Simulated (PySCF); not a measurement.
ditellurium (Te₂), triplet, at a GFN2-xTB geometry (core potentials on Te); SVWN5/def2-SVP (PySCF).

Input for PySCF:
```python
from pyscf import gto, scf, dft

mol = gto.M(
    atom='''
Te   -0.000000   -0.000000   -1.300999
Te    0.000000    0.000000    1.300999
''',
    basis='def2-svp',
    ecp={'Te': 'def2-svp'},
    charge=0,
    spin=2,
    verbose=4,
)

mf = dft.UKS(mol)
mf.xc = 'lda,vwn'
mf.grids.radi_method = dft.radi.gauss_chebyshev
mf.kernel()
mf.analyze()
```

It wrote (shortened):

```
PySCF version 2.14.0

[INPUT] verbose = 4
[INPUT] num. atoms = 2
[INPUT] num. electrons = 48
[INPUT] charge = 0
[INPUT] spin (= nelec alpha-beta = 2S) = 2
[INPUT] symmetry False subgroup None
[INPUT] Mole.unit = angstrom
[INPUT] Symbol           X                Y                Z      unit          X                Y                Z       unit  Magmom
[INPUT]  1 Te     0.000000000000   0.000000000000  -1.300999000000 AA    0.000000000000   0.000000000000  -2.458531798333 Bohr   0.0
[INPUT]  2 Te     0.000000000000   0.000000000000   1.300999000000 AA    0.000000000000   0.000000000000   2.458531798333 Bohr   0.0

nuclear repulsion = 117.143085232933
number of shells = 20
number of NR pGTOs = 122
number of NR cGTOs = 52
basis = def2-svp
ecp = {'Te': 'def2-svp'}

******** <class 'pyscf.dft.uks.UKS'> ********
method = UKS
initial guess = minao
damping factor = 0
level_shift factor = 0
DIIS = <class 'pyscf.scf.diis.CDIIS'>
diis_start_cycle = 1
diis_space = 8
diis_damp = 0
SCF conv_tol = 1e-09
SCF conv_tol_grad = None
SCF max_cycles = 50
direct_scf = True
direct_scf_tol = 1e-13
number electrons alpha = 25  beta = 23
XC library pyscf.dft.libxc version 7.1.2
    S. Lehtola, C. Steigemann, M. J. T. Oliveira, and M. A. L. Marques,  SoftwareX 7, 1–5 (2018)
XC functionals = lda,vwn
    P. A. M. Dirac,  Math. Proc. Cambridge Philos. Soc. 26, 376 (1930)
    F. Bloch,  Z. Phys. 57, 545 (1929)
    S. H. Vosko, L. Wilk, and M. Nusair,  Can. J. Phys. 58, 1200 (1980)
radial grids: Gauss-Chebyshev [JCP 108, 3226 (1998); DOI:10.1063/1.475719) radial grids
becke partition: Becke, JCP 88, 2547 (1988); DOI:10.1063/1.454033
pruning grids: <function nwchem_prune>
grids dens level: 3
symmetrized grids: False
atomic radii adjust function: <function treutler_atomic_radii_adjust>
small_rho_cutoff = 0
Set gradient conv threshold to 3.16228e-05
tot grids = 41904
init E= -480.140433261118

cycle= 1 E= -533.370657388011  delta_E= -53.2  |g|= 2.56  |ddm|= 8.15
cycle= 2 E= -533.879527141591  delta_E= -0.509  |g|= 1.88  |ddm|= 6.91
cycle= 3 E= -535.224425111346  delta_E= -1.34  |g|= 0.313  |ddm|= 3.02
cycle= 4 E= -535.282456956497  delta_E= -0.058  |g|= 0.137  |ddm|= 0.753
cycle= 5 E= -535.297380895279  delta_E= -0.0149  |g|= 0.0116  |ddm|= 0.195
cycle= 6 E= -535.29747041175  delta_E= -8.95e-05  |g|= 0.000626  |ddm|= 0.0318
cycle= 7 E= -535.297470743631  delta_E= -3.32e-07  |g|= 1.7e-05  |ddm|= 0.002
cycle= 8 E= -535.297470744036  delta_E= -4.04e-10  |g|= 1.16e-06  |ddm|= 6.15e-05
Extra cycle  E= -535.297470744038  delta_E= -2.5e-12  |g|= 2.77e-07  |ddm|= 3.87e-06
converged SCF energy = -535.297470744038  <S^2> = 2.0008163  2S+1 = 3.0005442
**** SCF Summaries ****
Total Energy =                        -535.297470744038037
Nuclear Repulsion Energy =             117.143085232932535
One-electron Energy =                -1167.834148736464613
Two-electron Energy =                  515.393592759494027
Two-electron Coulomb Energy =          556.134353080633332
DFT Exchange-Correlation Energy =      -40.740760321139334
**** MO energy ****
                             alpha | beta                alpha | beta
MO #1   energy= -6.03866678392206  | -6.0357842897081   occ= 1 | 1
MO #2   energy= -6.03863640453844  | -6.03575378004553  occ= 1 | 1
MO #3   energy= -4.21969395164795  | -4.21800404538044  occ= 1 | 1
MO #4   energy= -4.21926426943641  | -4.21757378001859  occ= 1 | 1
MO #5   energy= -4.2129414640497   | -4.20923778459881  occ= 1 | 1
MO #6   energy= -4.21294146404969  | -4.2092377845988   occ= 1 | 1
MO #7   energy= -4.21291214174767  | -4.20920847083499  occ= 1 | 1
MO #8   energy= -4.21291214174766  | -4.20920847083498  occ= 1 | 1
MO #9   energy= -1.5185892356326   | -1.51543126034788  occ= 1 | 1
MO #10  energy= -1.51238962569531  | -1.508477923839    occ= 1 | 1
MO #11  energy= -1.51238962569531  | -1.50847792383899  occ= 1 | 1
MO #12  energy= -1.50948015905108  | -1.50592561551806  occ= 1 | 1
MO #13  energy= -1.50948015905108  | -1.5055750936609   occ= 1 | 1
MO #14  energy= -1.50915627290428  | -1.50557509366089  occ= 1 | 1
MO #15  energy= -1.5056325475551   | -1.49954973026584  occ= 1 | 1
MO #16  energy= -1.50563038627239  | -1.49954762440086  occ= 1 | 1
MO #17  energy= -1.50535813812217  | -1.4992723067333   occ= 1 | 1
MO #18  energy= -1.50535597670748  | -1.49927020036064  occ= 1 | 1
MO #19  energy= -0.634646705700836 | -0.618280375662527 occ= 1 | 1
MO #20  energy= -0.536357022504787 | -0.514753254497839 occ= 1 | 1
MO #21  energy= -0.305939271223131 | -0.292697929117788 occ= 1 | 1
MO #22  energy= -0.265583752428359 | -0.243914863449262 occ= 1 | 1
MO #23  energy= -0.265583752428357 | -0.243914863449261 occ= 1 | 1
MO #24  energy= -0.196350351598193 | -0.170434019010231 occ= 1 | 0
MO #25  energy= -0.196350351598189 | -0.170434019010228 occ= 1 | 0
MO #26  energy= -0.100737279681063 | -0.0876798363620344 occ= 0 | 0
MO #27  energy= 0.13357152880922   | 0.146271509809345  occ= 0 | 0
MO #28  energy= 0.196627680219612  | 0.207625682682502  occ= 0 | 0
MO #29  energy= 0.202566909559433  | 0.219044490354268  occ= 0 | 0
MO #30  energy= 0.202566909559446  | 0.219044490354275  occ= 0 | 0
MO #31  energy= 0.218885372013162  | 0.233523045037503  occ= 0 | 0
MO #32  energy= 0.261741265764663  | 0.288131458403289  occ= 0 | 0
MO #33  energy= 0.261741733404155  | 0.288131982380469  occ= 0 | 0

spin_pop of  0 Te 4s       -0.00000
spin_pop of  0 Te 5s        0.00058
spin_pop of  0 Te 6s       -0.00024
spin_pop of  0 Te 7s        0.00010
spin_pop of  0 Te 4px       0.00007
spin_pop of  0 Te 4py       0.00560
spin_pop of  0 Te 4pz       0.00560
spin_pop of  0 Te 5px      -0.00009
spin_pop of  0 Te 5py       0.00075
spin_pop of  0 Te 5pz       0.00075
spin_pop of  0 Te 6px       0.00036
spin_pop of  0 Te 6py       0.48438
spin_pop of  0 Te 6pz       0.48438
spin_pop of  0 Te 7px      -0.00027
spin_pop of  0 Te 7py       0.00497
spin_pop of  0 Te 7pz       0.00497
spin_pop of  0 Te 4dxy      0.00082
spin_pop of  0 Te 4dyz     -0.00115
spin_pop of  0 Te 4dz^2     0.00082
spin_pop of  0 Te 4dxz     -0.00189
spin_pop of  0 Te 4dx2-y2    0.00007
spin_pop of  0 Te 5dxy      0.00349
spin_pop of  0 Te 5dyz      0.00064
spin_pop of  0 Te 5dz^2     0.00349
spin_pop of  0 Te 5dxz      0.00189
spin_pop of  0 Te 5dx2-y2   -0.00007
spin_pop of  1 Te 4s       -0.00000
spin_pop of  1 Te 5s        0.00058
spin_pop of  1 Te 6s       -0.00024
spin_pop of  1 Te 7s        0.00010
spin_pop of  1 Te 4px       0.00007
spin_pop of  1 Te 4py       0.00560
spin_pop of  1 Te 4pz       0.00560
spin_pop of  1 Te 5px      -0.00009
spin_pop of  1 Te 5py       0.00075
spin_pop of  1 Te 5pz       0.00075
spin_pop of  1 Te 6px       0.00036
spin_pop of  1 Te 6py       0.48438
spin_pop of  1 Te 6pz       0.48438
spin_pop of  1 Te 7px      -0.00027
spin_pop of  1 Te 7py       0.00497
spin_pop of  1 Te 7pz       0.00497
spin_pop of  1 Te 4dxy      0.00082
spin_pop of  1 Te 4dyz     -0.00115
spin_pop of  1 Te 4dz^2     0.00082
spin_pop of  1 Te 4dxz     -0.00189
spin_pop of  1 Te 4dx2-y2    0.00007
spin_pop of  1 Te 5dxy      0.00349
spin_pop of  1 Te 5dyz      0.00064
spin_pop of  1 Te 5dz^2     0.00349
spin_pop of  1 Te 5dxz      0.00189
spin_pop of  1 Te 5dx2-y2   -0.00007
In total            25.00000 | 23.00000
Dipole moment(X, Y, Z, Debye): -0.00000,  0.00000, -0.00000
```
